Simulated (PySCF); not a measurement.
**How methods differ on the ionisation energy of Zr**

Zr [Kr] 4d2 5s2 (3F) → Zr⁺ [Kr] 4d2 5s1 (4F), as a difference of total energies. Computed with PySCF 2.14 in x2c-TZVPPall, with the spin-free X2C one-electron Hamiltonian (Gaussian nucleus). Correlated levels: valence: [Kr] frozen; valence and next inner shell: [Ar] 3d10 frozen. The calculations carry no spin-orbit coupling.

```json
{"method": "UHF", "ionisation energy (eV)": "5.187", "error (eV)": "-1.452"}
{"method": "LDA", "ionisation energy (eV)": "6.727", "error (eV)": "+0.088"}
{"method": "PBE", "ionisation energy (eV)": "6.423", "error (eV)": "-0.216"}
{"method": "PBE0", "ionisation energy (eV)": "6.284", "error (eV)": "-0.355"}
{"method": "r2SCAN", "ionisation energy (eV)": "6.108", "error (eV)": "-0.531"}
{"method": "M06-L", "ionisation energy (eV)": "6.740", "error (eV)": "+0.101"}
{"method": "CAM-B3LYP", "ionisation energy (eV)": "6.523", "error (eV)": "-0.116"}
{"method": "BHandHLYP", "ionisation energy (eV)": "6.359", "error (eV)": "-0.280"}
{"method": "BLYP", "ionisation energy (eV)": "6.557", "error (eV)": "-0.082"}
{"method": "MP2 (valence)", "ionisation energy (eV)": "6.089", "error (eV)": "-0.550"}
{"method": "SCS-MP2 (valence)", "ionisation energy (eV)": "6.274", "error (eV)": "-0.365"}
{"method": "MP2 (valence and next inner shell)", "ionisation energy (eV)": "6.366", "error (eV)": "-0.273"}
{"method": "SCS-MP2 (valence and next inner shell)", "ionisation energy (eV)": "6.457", "error (eV)": "-0.182"}
```

Reference: 6.639 eV (measured; NIST levels, between the centres of gravity of the two terms).

Errors of the correlated levels include the incompleteness of this basis and the frozen core.

MP2 underrates the near-degeneracy of ns² with np² in the lower species.
